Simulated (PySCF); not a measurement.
## Two-dimensional NMR puzzle

Compound of formula C₅H₁₀OSi₃. Correlations simulated from computed shifts and the bond graph:

HSQC (one-bond C–H):
```csv
δH,δC
7.87,154.1
6.96,128.9
6.67,117.3
0.76,-10.0
0.69,-10.0
```

COSY cross peaks (H two or three bonds apart, from the bond graph; peaks can be absent where the dihedral angle is near 90°):
```csv
δH,δH
7.87,6.67
6.96,6.67
5.42,4.86
5.42,4.77
4.86,4.77
4.86,0.76
4.86,0.69
4.77,0.76
4.77,0.69
0.76,0.69
```

HMBC (two and three bonds, from the bond graph):
```csv
δH,δC
7.87,"155.7, 128.9, 117.3"
6.96,"155.7, 154.1, 117.3"
6.67,"155.7, 154.1, 128.9"
5.42,"155.7, 128.9, -10.0"
4.86,"155.7, -10.0"
4.77,"155.7, -10.0"
```

Carbons without hydrogens: δ 155.7.

[PySCF 2.14.0 with density-fitted response routines: geometry from GFN2-xTB; GIAO PBE0/pcSseg-1 shieldings; rapidly exchanging positions averaged; no relativistic terms; no solvent model; single conformer]

Shifts are taken against calculated references (same method and geometry level): TMS for $^{1}$H (31.72 ppm) and $^{13}$C (186.93 ppm).

Exchangeable hydrogens are left out of these lists.

**Question.** Assemble the structure.

**Answer.** SMILES C1[SiH2][SiH](c2occc2)[SiH2]1.

Numbering as in the mapped SMILES `[cH:1]1[cH:2][o:3][c:4]([SiH:5]2[SiH2:6][CH2:7][SiH2:8]2)[cH:9]1`. Each H is labelled by its parent atom. Ha(Si6), Ha(C7), Ha(Si8) are cis to C4 on the ring; Hb(Si6), Hb(C7), Hb(Si8) are trans to C4 on the ring.

δC 155.7 is C4, a substituted aromatic carbon next to the ring oxygen. δC 154.1 is C2, an aromatic CH next to the ring oxygen (δH 7.87). δC 128.9 is C9, an aromatic CH (δH 6.96). δC 117.3 is C1, an aromatic CH (δH 6.67). δC -10.0 is C7, an sp3 CH2 bonded to 2 Si (δH 0.69, 0.76). HMBC from δH 7.87 reaches the proton-free carbon C4. HMBC from δH 6.96 reaches the proton-free carbon C4. HMBC from δH 6.67 reaches the proton-free carbon C4. HMBC from δH 5.42 reaches the proton-free carbon C4. COSY links 7.87–6.67, 6.96–6.67, 5.42–4.86, 5.42–4.77, 4.86–4.77, 4.86–0.76.

This is the structure that produced the data.

Shifts are as computed. Against solution values, carbons near 30 ppm lie about +3 ppm off and those near 130 ppm about +5 ppm. Of 1211 compounds with measured shifts, 218 miss one by over three times the rms of a fit or turn the order of signals round; such compounds aren't used in these exercises.
